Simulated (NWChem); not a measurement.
System: HfNHCl2; SMILES [Cl][Hf](=[NH])[Cl]

def2 effective core potentials on Hf; no spin-orbit coupling.

Give the equilibrium geometry at PBE0/def2-SVP with def2 effective core potentials on Hf (NWChem) as an XYZ file, with the point group.

point group C1; any orientation.
```
5

Hf    -0.1674     0.0077     0.4054
N     -1.9316     0.0557     0.0390
H     -2.9242     0.0939    -0.1680
Cl     0.9291     2.0411    -0.1619
Cl     0.8163    -2.0830    -0.1616
```
